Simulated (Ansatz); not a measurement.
Species: C₃H₇N, net charge 0, singlet state. SMILES: NC1CC1
Structure (B3LYP-D3(BJ)/def2-TZVP (Ansatz, a first-principles code) minimum search):
```xyz
11

C     -0.8497    -0.8470     0.0764
C     -1.0015     0.6153    -0.2526
C      0.2265     0.1266     0.4582
N      1.4480     0.0820    -0.3035
H     -0.6250    -1.5170    -0.7419
H     -1.4652    -1.2665     0.8604
H     -1.7210     1.1983     0.3059
H     -0.8762     0.9048    -1.2868
H      0.2917     0.3716     1.5171
H      1.9213     0.9779    -0.2898
H      2.0862    -0.6120     0.0679
```

Parts of the frozen-core correlation energy in cc-pwCVTZ (Ansatz, hartree). Frozen orbitals: 4; correlated occupied orbitals by spin: 12 and 12; virtual: 254 and 254. No spin-orbit coupling. No relativistic terms.

```tsv
term	value
reference (HF)	-172.15036
MP2 opposite-spin	?
MP2 same-spin	?
CCSD correlation	-0.76687
(T)	?
T1 diagnostic	0.008
largest doubles amplitude	0.030
```

Q: What belongs in the gaps?

A: 
- MP2 opposite-spin, value: -0.56410
- MP2 same-spin, value: -0.17153
- (T), value: -0.03191
